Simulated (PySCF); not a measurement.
Cartesian coordinates (Å):
```xyz
7

Ta    -0.0946     0.0066    -0.0107
F      0.4932     1.4012     1.1280
F     -1.8282     0.3039     0.6228
F      1.0512    -1.1444     0.9155
F      0.5510     1.0006    -1.4566
O     -0.6764    -1.3825    -1.1427
H     -0.9667    -2.0943    -1.7174
```
Charge 0, multiplicity 1.

Task: What is the computed dipole moment, charge on the central atom (Mulliken) and HOMO–LUMO gap (PySCF 2.14.0 with TPSSh-D3(BJ)/def2-TZVP // r2SCAN-D4/def2-SVP)?

Result: 
```json
{
 "dipole_moment": "3.38 D",
 "charge on the central atom (Mulliken)": "1.72 e",
 "HOMO–LUMO gap": "7.41 eV"
}
```
